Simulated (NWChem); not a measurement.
System meant: C₄H₄O₂; SMILES C1C(=O)CC1=O

NWChem input:

```
start job
memory heap 200 mb stack 700 mb global 900 mb
geometry units angstroms noautoz
  O      0.000000     2.270059     0.000000
  C      0.000000     1.064577     0.000000
  C      1.121021     0.000000     0.000000
  C      0.000000    -1.064577     0.000000
  O      0.000000    -2.270059     0.000000
  C     -1.121021     0.000000     0.000000
  H      1.777923     0.000000     0.896884
  H      1.777923     0.000000    -0.896884
  H     -1.777923     0.000000    -0.896884
  H     -1.777923     0.000000     0.896884
end
basis spherical
  O library def2-svp
  C library def2-svp
  H library def2-svp
end
dft
  odft
  mult 2
  xc xpbe96 cpbe96
  iterations 150
  mulliken
end
task dft energy
```

End of the output:

```
 Summary of "ao basis" -> "" (spherical)
 ------------------------------------------------------------------------------
       Tag                 Description            Shells   Functions and Types
 ---------------- ------------------------------  ------  ---------------------
 O                          def2-svp                 6       14   3s2p1d
 C                          def2-svp                 6       14   3s2p1d
 H                          def2-svp                 3        5   2s1p

  pbe96 is a nonlocal functional; adding pw91lda local functional.

                                 NWChem DFT Module
                                 -----------------

 Summary of "ao basis" -> "ao basis" (spherical)
 ------------------------------------------------------------------------------
       Tag                 Description            Shells   Functions and Types
 ---------------- ------------------------------  ------  ---------------------
 O                          def2-svp                 6       14   3s2p1d
 C                          def2-svp                 6       14   3s2p1d
 H                          def2-svp                 3        5   2s1p

      Symmetry analysis of basis
      --------------------------

        ag         25
        au          4
        b1g        10
        b1u        13
        b2g         9
        b2u        18
        b3g         8
        b3u        17

  number of electrons :                   44
  multiplicity        :                    2
 ------------------------------------------------------------------------
  no. of electrons and multiplicity not compatible                  44
 ------------------------------------------------------------------------
 ------------------------------------------------------------------------
  current input line :
    27: task dft energy
 ------------------------------------------------------------------------
 ------------------------------------------------------------------------
 There is an error in the input file
 ------------------------------------------------------------------------
 For more information see the NWChem manual at https://nwchemgit.github.io

0: no. of electrons and multiplicity not compatible:Received an Error in Communication
```

Question: Can this run be used? If not, why, and what is the fix?

Answer: The program refused the input. Cause: the multiplicity doesn't fit the number of electrons (an even count wants an odd multiplicity, and the reverse). This input runs:
```
start job
memory heap 200 mb stack 700 mb global 900 mb
geometry units angstroms noautoz
  O      0.000000     2.270059     0.000000
  C      0.000000     1.064577     0.000000
  C      1.121021     0.000000     0.000000
  C      0.000000    -1.064577     0.000000
  O      0.000000    -2.270059     0.000000
  C     -1.121021     0.000000     0.000000
  H      1.777923     0.000000     0.896884
  H      1.777923     0.000000    -0.896884
  H     -1.777923     0.000000    -0.896884
  H     -1.777923     0.000000     0.896884
end
basis spherical
  * library def2-svp
end
dft
  xc xpbe96 cpbe96
  iterations 150
  mulliken
end
task dft energy
```
It converges to -304.66673 Ha (PBE/def2-SVP).
